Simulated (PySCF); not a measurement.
Constitutional and geometric isomers with formula C3H3Cl. All species are isolated molecules in the gas phase. Strings in code marks are SMILES.

The numbers are results of TPSSh-D3(BJ)/def2-TZVP // B3LYP-D3(BJ)/def2-TZVP run with PySCF, not measurements. Delta-SCF ions had no search for a lower state. Excitations are Tamm–Dancoff values on a coarser integration grid. The basis has no diffuse functions, so Rydberg states are missing or too high.

```
species     S1 oscillator strength  LUMO (eV)  T1 excitation (TDA) (eV)  vertical ionisation energy (Delta-SCF) (eV)  S1 excitation (TDA) (eV)
----------  ----------------------  ---------  ------------------------  -------------------------------------------  ------------------------
`C#CCCl`                     0.000        [?]                      4.99                                        10.21                      5.84
`C=C=CCl`                    0.000      -1.26                      4.33                                          [?]                      4.83
`ClC1=CC1`                   0.000      -0.52                      4.16                                         9.37                       [?]
```

Q: Fill in the missing entries.

A: 
- `C#CCCl`, LUMO (eV): -0.95
- `C=C=CCl`, vertical ionisation energy (Delta-SCF) (eV): 9.45
- `ClC1=CC1`, S1 excitation (TDA) (eV): 6.46
